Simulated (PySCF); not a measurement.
A structure optimised at PBE0-D3(BJ)/def2-SVP, used in a PySCF frequency run:

```xyz
12

Al     0.6521    -0.7308     0.0000
F      2.2883    -1.0221     0.0000
I     -0.1614     1.5836     0.0000
N     -0.4473    -2.1106     0.0000
C      0.0440    -3.4704     0.0000
C     -1.8867    -2.0179     0.0000
H     -0.3026    -4.0288    -0.8910
H     -0.3026    -4.0288     0.8910
H      1.1442    -3.4907     0.0000
H     -2.3268    -2.5063     0.8909
H     -2.3268    -2.5063    -0.8909
H     -2.2165    -0.9679     0.0000
```

Question: Write its SMILES, formula and point group.

Answer: C[N](C)[Al]([F])[I], C2H6AlFIN, Cs

Question: What are its rotational constants (standard atomic weights)?

Answer: 2.8188, 0.76535, 0.60654 GHz
